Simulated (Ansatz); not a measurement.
Two isomers of C3H2F6: A = `FC(F)(F)CC(F)(F)F`, B = `FCC(F)(F)C(F)(F)F`.

Calculated with Ansatz (gas phase, PBE0-D4/def2-TZVP geometries, no zero-point term in ΔE). CBS: MP2 limit from def2 TZ/QZ plus the TZ coupled-cluster correction, frozen cores. DFT in def2-TZVPP. B3LYP here is the variant with VWN-RPA as its local correlation; programs differ in this. Each species was taken in one conformer, which may not be the lowest.

Which is lower in electronic energy at CCSD(T)/CBS, and by how much? (Best estimate.)

Ansatz gave: A, by 19.7 kcal/mol.

Give E(B) − E(A) in kcal/mol with PBE-D4, BLYP-D4, MP2/def2-TZVPP, B3LYP, B3LYP-D4, r2SCAN-D4, LDA (SPW92). (Estimate.)

Computed: PBE-D4 19.7, BLYP-D4 18.2, MP2/def2-TZVPP 21.1, B3LYP 19.2, B3LYP-D4 19.1, r2SCAN-D4 20.7, LDA (SPW92) 21.6. None reverses the order clearly.

Does the order hold for the free energy at 298.15 K (harmonic terms from PBE0-D4)? (An estimate is asked.)

The calculation gave: Yes: G(B) − G(A) = +19.4 kcal/mol, for one conformer each. Modes under 60 cm⁻¹, often nearly free rotors, make the harmonic entropy too high.

Largest T1 diagnostic: 0.012.

From BLYP to BHLYP (50 % exact exchange), in def2-TZVPP and without D4, E(B) − E(A) moves by +1.7 kcal/mol. At CCSD(T), def2-SVP lies +3.0 kcal/mol from the extrapolated value and def2-TZVPP +0.5 kcal/mol.
